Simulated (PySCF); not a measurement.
The numbers are results of r2SCAN-D4/def2-TZVP in PySCF, not measurements. All species are isolated molecules in the gas phase. One relaxed conformer stands for a flexible species; it need not be the lowest. Delta-SCF ions had no search for a lower state. Excitations are Tamm–Dancoff values on a coarser integration grid. The basis has no diffuse functions, so Rydberg states are missing or too high.

Reference species (SMILES): `[SiH2](O)[SiH2][SiH2]N` (neutral, multiplicity 1).

The S1 excitation (TDA) comes out as 5.15 eV. The S1–T1 gap (TDA) is 0.39 eV and the vertical ionisation energy (Delta-SCF) comes out as 8.74 eV. The T1 excitation (TDA) is 4.75 eV.

After one change: the S1 excitation (TDA) increases by 0.08 eV; the S1–T1 gap (TDA) increases by 0.26 eV; the vertical ionisation energy (Delta-SCF) rises by 0.15 eV; the T1 excitation (TDA) falls by 0.18 eV.

**Question.** Which change was made? The new species is one of these.
A) `N[Si@@H](O)[SiH2][SiH3]`
B) `N[Si](O)([SiH3])[SiH3]`
C) `N[SiH2][Si@@H](O)[SiH3]`

**Answer.** C, `N[SiH2][Si@@H](O)[SiH3]`
